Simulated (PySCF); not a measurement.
**Pd²⁺ (palladium, charge +2) across methods**

[Kr] 4d7 5s1, high-spin 5F determinant (an excited configuration). Computed with PySCF 2.14 in aug-cc-pVTZ-DK (9s8p6d3f2g, 102 functions), with scalar relativity by spin-free X2C-1e.

```
 method  E (hartree)  mean ε 4d α (eV)  mean ε 4d β (eV)  mean ε 5s α (eV)  Σ⟨r²⟩ (bohr²)   ⟨S²⟩
    UHF  -5041.49460           -40.141           -37.188           -25.285          34.02  6.004
    PBE     -5043.46           -32.278           -30.035           -22.709          33.90  6.001
 r2SCAN     -5043.87           -32.907           -30.366           -22.930          33.78  6.002
   PBE0     -5043.54           -34.491           -32.093           -23.500          33.83  6.001
    LDA     -5038.47           -32.398           -30.115           -23.063          33.90  6.000
   MN15     -5047.32           -35.159           -32.951           -24.083          33.91  6.001
   PW91     -5044.26           -32.344           -30.130           -22.815          33.89  6.001
r2SCANh     -5043.86           -33.719           -31.155           -23.252          33.77  6.002
```
